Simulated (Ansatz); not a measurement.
Species: HI, charge 1, doublet. HI+ (parent SMILES I, doublet).
B3LYP-D3(BJ)/def2-TZVP minimum from Ansatz (an electronic-structure program):
```
I
H 1 1.6383
```
Charge +1, spin multiplicity 2.

Total energies in def2-TZVPP, 7 correlated electrons, 9 frozen orbitals. Open shells are spin-unrestricted; no spin-orbit coupling. Correlated methods leave the cores frozen (noble-gas shells, and filled d and f shells in the p block). Past Kr the def2 sets carry scalar-relativistic core potentials. Spin-orbit terms, left out, reach several kcal/mol for Br and I, and more for heavier atoms. The spin of HI+ (parent SMILES I, doublet) was assumed, and the state is the lowest solution found for it.

```tsv
method	program	energy (Eh)	minus CCSDTQ (mEh)
HF	Ansatz	-296.88932	145.72
MP2	Ansatz	-297.00851	26.52
CCSD	Ansatz	-297.03000	5.03
CCSD(T)	Ansatz	-297.03425	0.79
CCSDT(Q)	Ansatz	-297.03502	0.01
CCSDTQ	Ansatz	-297.03504	0.00
```

Rough core times of Ansatz's runs on a shared machine: CCSD(T) under 20 s, CCSDT(Q) 30 s, CCSDTQ 20 min.
